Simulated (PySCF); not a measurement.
CH4CdO, SMILES [CH3][Cd][OH], CAM-B3LYP/def2-SVP optimised geometry.

```
7

Cd     0.06    -0.14     0.00
C     -2.02    -0.03     0.00
H     -2.43    -0.50    -0.90
H     -2.35     1.02     0.03
H     -2.43    -0.54     0.88
O      2.03    -0.14     0.00
H      2.43    -1.02     0.01
```

Density from CAM-B3LYP/def2-TZVP, def2 effective core potentials past Kr run with PySCF 2.14.0 at that geometry. The core electrons that the potentials of Cd replace are not part of the density.

Minimum of the electron density along straight lines between bonded atoms, close to the bond critical point (lines longer than 1.1 times the sum of covalent radii, or with two minima, are not listed):

```
bond    length / Å  ρ at the minimum / e bohr⁻³  ∇²ρ there / e bohr⁻⁵  position (fraction from the first atom)
------  ----------  ---------------------------  --------------------  ---------------------------------------
Cd1–C2       2.086                          ___                   ___                                     0.53
C2–H3        1.099                        0.269                 -0.89                                     0.64
C2–H4        1.099                        0.269                 -0.89                                     0.64
C2–H5        1.099                        0.269                 -0.89                                     0.64
Cd1–O6       1.964                          ___                  0.57                                     0.52
O6–H7        0.964                        0.355                 -2.31                                     0.80
```

Question: Fill in the missing entries.

Answer: 
- Cd1–C2, ρ at the minimum / e bohr⁻³: 0.110
- Cd1–C2, ∇²ρ there / e bohr⁻⁵: 0.18
- Cd1–O6, ρ at the minimum / e bohr⁻³: 0.118
